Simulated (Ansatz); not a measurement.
`[F][Sb][Cl]` radical. Charge 0, multiplicity 2. Sb: def2 effective core potential.

| atom | x (Å) | y (Å) | z (Å) |
| --- | --- | --- | --- |
| F1 | 0.206 | 1.434 | 0.595 |
| Sb2 | 0.790 | -0.370 | 0.365 |
| Cl3 | -0.996 | -1.065 | -0.960 |

**Question.** What are the harmonic wavenumbers in cm⁻¹ at PBE0-D4/def2-TZVP (Ansatz, finite differences of forces, unscaled)? (Best estimate.)

**Answer.** Computed: 166, 377, 622.

**Question.** Is this a minimum?

**Answer.** Yes, all 3 modes are real.

**Question.** Give the ideal-gas thermochemistry at 298.15 K and 1 bar (rigid rotor, harmonic oscillator; point group Cs, symmetry number 1).

**Answer.** Zero-point energy 7.0 kJ/mol; H(298) − E = 19.8 kJ/mol; entropy 304.4 J/(mol·K), of which translation 173.4, rotation 108.8, vibration 16.5, electronic 5.8; G(298) − E = -71.0 kJ/mol.
